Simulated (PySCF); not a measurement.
C2H6Mg. Atoms are numbered in the order given.

```xyz
9

Mg     0.0000     0.0000     0.0000
C      0.0000     0.0000    -2.0987
H      0.8144     0.6074    -2.5116
H     -0.9333     0.4016    -2.5116
H      0.1189    -1.0090    -2.5116
C      0.0000     0.0000     2.0987
H      0.8144    -0.6074     2.5116
H     -0.9333    -0.4016     2.5116
H      0.1189     1.0090     2.5116
```

Coordinates come from a TPSSh-D3(BJ)/def2-TZVP optimisation. The isomer is the one that the SMILES or the coordinates give; other isomers of the formula were not compared.

Method: TDA-PBE/def2-SVPD (PySCF).

Vertical excitations; the highest root listed may be one member of a degenerate set.  State labels are in the subgroup C2.

```tsv
state	symmetry	energy (eV)	λ (nm)	f	main pairs
S1	A	4.78	260	0.000	HOMO→LUMO+1 (degenerate set)
S2	B	4.78	260	0.000	HOMO→LUMO+2 (degenerate set)
S3	B	5.01	247	0.343	HOMO→LUMO 92 %
S4	A	5.56	223	0.000	HOMO→LUMO+3 99 %
S5	A	5.79	214	0.000	HOMO−1→LUMO 96 %
S6	B	6.11	203	0.150	HOMO−1→LUMO+1 (degenerate set)
S7	A	6.11	203	0.150	HOMO−1→LUMO+2 (degenerate set)
S8	B	6.62	187	0.000	HOMO→LUMO+5 (degenerate set)
S9	A	6.62	187	0.000	HOMO→LUMO+4 (degenerate set)
S10	B	6.69	185	0.006	HOMO−1→LUMO+3 99 %
T1	B	4.03	308	0	HOMO→LUMO 99 %
T2	A	4.63	268	0	HOMO→LUMO+1 (degenerate set)
T3	B	4.63	268	0	HOMO→LUMO+2 (degenerate set)
T4	A	5.11	243	0	HOMO−1→LUMO 98 %
```
Triplets are in the Tamm–Dancoff approximation.
